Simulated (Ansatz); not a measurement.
Z-matrix (Å, degrees):
```
C
Si 1 1.890
Ge 1 2.031 2 72.1
O 1 1.400 2 119.4 3 119.8
H 1 1.097 2 111.7 3 -103.1
H 2 1.481 1 114.7 3 -104.3
H 2 1.483 1 118.7 3 117.1
H 3 1.530 1 115.6 2 105.2
H 3 1.530 1 115.6 2 -117.5
H 4 0.961 1 108.4 2 -155.9
```

Charge 0, multiplicity 1.

(1) List the r2SCAN/def2-TZVPP orbital energies in eV (the Gaussian-basis code of Ansatz). (Estimate.)

## Answers

(1) Computed: Occupied: -10833.99, -1791.07, -1349.12, -1199.17, -1199.16, -1199.16, -516.07, -274.40, -167.29, -141.55, -116.98, -116.97, -116.96, -96.43, -96.40, -96.39, -30.29, -30.27, -30.24, -30.22, -30.18, -27.10, -17.90, -14.26, -12.98, -12.68, -10.49, -10.12, -9.10, -8.71, -7.57, -6.44, -5.49. Lowest empty: -0.90, -0.54, -0.12, 0.36, 1.29, 1.29, 1.81, 2.88.
